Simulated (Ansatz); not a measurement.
Reaction (substitution at a C–B bond): `CB(C)F` + `C[O][W](=[NH])(=[NH])[OH]` → `C[O][W](=[NH])(=[NH])[O]C` + `CBF`

Program: Ansatz. Geometries: PBE0-D4/def2-TZVP. ΔE: electronic, gas phase. CCSD(T)/CBS adds triple-zeta CCSD(T) − MP2 to the extrapolated MP2 energy (def2 sets, frozen cores). This one scheme is used for every species. Functionals use def2-TZVPP. B3LYP here is the variant with VWN-RPA as its local correlation; programs differ in this. Elements past krypton have def2 core potentials. For W outer-core shells are correlated without core-valence functions, which leaves a few kJ/mol of doubt a bond. One conformer a species, not always the lowest.

CCSD(T)/CBS gives +1.07 eV.

**Question.** Another level gave +1.06 eV. Which?
A. B3LYP/def2-TZVPP
B. r2SCAN0-D4/def2-TZVPP
C. RPA@PBE/def2-TZVPP
D. PBE-D4/def2-TZVPP

**Answer.** D. PBE-D4 1.06, B3LYP 1.01, r2SCAN0-D4 1.11, RPA@PBE/def2-TZVPP 0.94 eV.

**Question.** What do rigid-rotor, harmonic-oscillator terms from PBE0-D4/def2-TZVP frequencies (298.15 K, 1 bar) make of the CCSD(T)/CBS value? (Estimate.)

**Answer.** Ansatz gave: ΔZPE = 0.00 eV, ΔH = +1.08 eV, ΔS = 5 J/(mol·K), ΔG = +1.06 eV. Modes under 50 cm⁻¹ make the entropy rough.

Largest T1 diagnostic among the species: 0.020.

At CCSD(T), def2-SVP lies −0.19 eV from the extrapolated value and def2-TZVPP −0.04 eV. Leaving LDA and LC-ωPBE aside and taking each functional with its dispersion term where it has one, the values, not all of them listed here, spread over 0.15 eV, from BLYP-D4 to B97M-V. LDA lies +0.05 eV from PBE without D4.
